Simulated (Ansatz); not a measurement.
CH3GeNSi, SMILES `[C-]#[N+][Ge][SiH3]` (lower singlet) (charge 0, multiplicity 1). This singlet lies 1.02 eV below the relaxed triplet at the level frozen-core CCSD(T)/cc-pVDZ // PBE0-D3(BJ)/def2-TZVP (Ansatz, a program for electronic structure).

Calculation: Ansatz with frozen-core CCSD(T)/cc-pVDZ // PBE0-D3(BJ)/def2-TZVP.

Ansatz 0.2 input:
```yaml
crystal:
  periodic: [false, false, false]
  atoms:
    - { symbol: C, position_ang: [2.970722, 0.352833, 0.641041] }
    - { symbol: N, position_ang: [2.059464, -0.227135, 0.174474] }
    - { symbol: Ge, position_ang: [0.773411, -1.304537, -0.66614] }
    - { symbol: Si, position_ang: [-1.132085, 0.088316, 0.088454] }
    - { symbol: H, position_ang: [-2.051227, -0.795549, 0.86307] }
    - { symbol: H, position_ang: [-1.870426, 0.532425, -1.129575] }
    - { symbol: H, position_ang: [-0.764442, 1.269717, 0.909216] }
basis:
  gaussian: { orbitals: cc-pVDZ }
correlation:
  method: ccsd_t
```

Output:

```
Functional definition: HF
911 factors; integrals over basis functions are off by at most 1.0e-3 eV
mean field evaluation 1: about -66891.6215 eV, gradient 2.4e1 eV
mean field evaluation 2: about -66891.6268 eV, gradient 2.4e1 eV
mean field evaluation 4: about -66893.5700 eV, gradient 4.1e0 eV
mean field evaluation 8: about -66893.6359 eV, gradient 5.1e-4 eV
mean field evaluation 16: about -66893.6297 eV, gradient 2.4e-1 eV
mean field -66893.63591994 eV, -2458.2957779228 hartree, gradient 2.8e-6 eV, S^2 0.000000; 0 other end points of the search recorded, 0 dependent functions left out; unrestricted orbitals would lower it
16 core orbitals not correlated
reference -66893.63591994 eV, -2458.2957779228 hartree; 15, 15 occupied and 57, 57 virtual orbitals, 911 factors
second order -12.32136777 eV of doubles, -0.00000000 eV of singles
cycle   1  -12.90660173 eV  change   -5.9e-1 eV  update   1.2e-1
cycle   2  -13.46105491 eV  change   -5.5e-1 eV  update   3.9e-2
cycle   3  -13.58978511 eV  change   -1.3e-1 eV  update   2.0e-2
cycle   4  -13.58226328 eV  change    7.5e-3 eV  update   5.3e-3
cycle   5  -13.58416577 eV  change   -1.9e-3 eV  update   2.1e-3
cycle   6  -13.58372906 eV  change    4.4e-4 eV  update   7.0e-4
cycle   7  -13.58351198 eV  change    2.2e-4 eV  update   2.6e-4
cycle   8  -13.58356720 eV  change   -5.5e-5 eV  update   1.0e-4
cycle   9  -13.58357337 eV  change   -6.2e-6 eV  update   3.1e-5
perturbative correction -0.54374965 eV, -0.0199824312 hartree
Total energy: -66907.76324296 eV, -2458.8149474681 hartree
```
